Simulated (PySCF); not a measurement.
# Dipole response of Zr⁻ (zirconium, charge -1)

[Kr] 4d3 5s2, high-spin 4F determinant. Calculation: PySCF 2.14, in def2-TZVPPD with the def2 core potential (28 electrons); scalar relativity through the core potential. Coupled (time-dependent) response in atomic units; α is the mean over directions.

```csv
method,mean α (bohr³),C₆ (like pair),S(−4)
wB97M-V,255.1,3935,329900
```

S(−4) is the Cauchy moment in α(ω) = α(0) + S(−4) ω² + …

Spin-orbit coupling is absent.

α(iu) at wB97M-V:

```
u (hartree)  α(iu) (bohr³)
          0          255.1
     0.0500          174.7
      0.100          105.1
      0.200          47.18
      0.300          28.69
      0.500          15.64
      0.750          9.532
       1.00          6.542
       1.50          3.674
       2.00          2.350
       3.00          1.187
       5.00         0.4670
```

A single London oscillator, α(iu) = α/(1 + u²/ω²), gives C₆ = (3/4) ω α². Matching the computed C₆ needs ω = 4 × 3935 / (3 × 255.1²) = 0.0806 hartree.

For an ion, C₆ is the dispersion term alone; charge-induced terms of lower order in 1/R come first.

Energies and moments cover only the electrons outside the core potential.
